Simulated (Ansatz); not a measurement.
Ansatz (a first-principles code) job for bromine monochloride (BrCl), SMILES ClBr, PBE-D3(BJ)/def2-TZVP. 

Ansatz 0.2 input:
```yaml
crystal:
  periodic: [false, false, false]
  atoms:
    - {symbol: Cl, position_ang: [0.00000000, 0.00000000, -1.45740919]}
    - {symbol: Br, position_ang: [0.00000000, 0.00000000, 0.70788447]}
basis:
  gaussian:
    orbitals: def2-TZVP
hamiltonian:
  xc: pbe
  dispersion: d3bj
relax: {f_tol: 0.002, max_steps: 200}
```

Log of the run:

```
WARN ansatz: RAYON_NUM_THREADS=1 ignored (pool sized by the plan → 1); use --threads N
Functional definition: PBE
integrals: 0.02 GiB planned
632 factors; their error is unknown
mean field: 0.17 GiB planned
mean field evaluation 1: about -82553.0768 eV, gradient 1.3e1 eV
mean field evaluation 2: about -82552.7519 eV, gradient 1.7e1 eV
mean field evaluation 4: about -82553.3059 eV, gradient 7.6e-1 eV
mean field evaluation 8: about -82553.2832 eV, gradient 2.9e-2 eV
mean field -82553.28324039 eV, -3033.7772024591 hartree, gradient 1.8e-5 eV, S^2 0.000000; 0 other end points of the search recorded, 0 dependent functions left out
the calculation of the forces begins
reference -82553.28326576 eV, -3033.7772033915 hartree; 26, 26 occupied and 59, 59 virtual orbitals, 632 factors
relax step   1: F+E_penalty+E_count = -82553.31470651 eV  Δ(F+E_penalty+E_count) = +0.000e0 eV  max|allowed force component| = 7.444e-2 eV/Å  Δτ_max = 0.0000 Å  (25 SCF iters, accepted)
these checks for a lower state are left out or cut short: starts, cluster_reference, orbital_swaps, neighbouring_geometries, increment
integrals: 0.02 GiB planned
632 factors; their error is unknown
mean field: 0.17 GiB planned
mean field evaluation 16: about -82553.3073 eV, gradient 2.0e-1 eV
mean field -82553.28340157 eV, -3033.7772083825 hartree, gradient 1.6e-5 eV, S^2 0.000000; 0 other end points of the search recorded, 0 dependent functions left out
the calculation of the forces begins
reference -82553.28342694 eV, -3033.7772093146 hartree; 26, 26 occupied and 59, 59 virtual orbitals, 632 factors
relax step   2: F+E_penalty+E_count = -82553.31487423 eV  Δ(F+E_penalty+E_count) = -1.677e-4 eV  max|allowed force component| = 9.977e-3 eV/Å  Δτ_max = 0.0020 Å  (30 SCF iters, accepted)
these checks for a lower state are left out or cut short: starts, cluster_reference, orbital_swaps, neighbouring_geometries, increment
integrals: 0.02 GiB planned
632 factors; their error is unknown
mean field: 0.17 GiB planned
mean field -82553.28340360 eV, -3033.7772084570 hartree, gradient 2.7e-5 eV, S^2 0.000000; 0 other end points of the search recorded, 0 dependent functions left out
the calculation of the forces begins
reference -82553.28342896 eV, -3033.7772093891 hartree; 26, 26 occupied and 59, 59 virtual orbitals, 632 factors
relax step   3: F+E_penalty+E_count = -82553.31487726 eV  Δ(F+E_penalty+E_count) = -3.029e-6 eV  max|allowed force component| = 7.644e-5 eV/Å  Δτ_max = 0.0003 Å  (18 SCF iters, accepted)
integrals: 0.02 GiB planned
632 factors; their error is unknown
mean field: 0.17 GiB planned
mean field evaluation 32: about -82552.7625 eV, gradient 1.6e1 eV
mean field -82553.28340360 eV, -3033.7772084570 hartree, gradient 2.7e-5 eV, S^2 0.000000; 1 other end points of the search recorded, 0 dependent functions left out
the calculation of the forces begins
reference -82553.28342896 eV, -3033.7772093891 hartree; 26, 26 occupied and 59, 59 virtual orbitals, 632 factors
Total energy: -82553.31490262 eV, -3033.7783660247 hartree
Atom 0 at    -0.000000    -0.000000    -1.455121 Å, force     0.000000     0.000000    -0.000076 eV/Å
Atom 1 at     0.000000     0.000000     0.705597 Å, force    -0.000000    -0.000000     0.000076 eV/Å
Dipole moment:     0.000000    -0.000000     0.093960 e Å
```

The run converged.

Cost: around 2.7 core-seconds (rough).
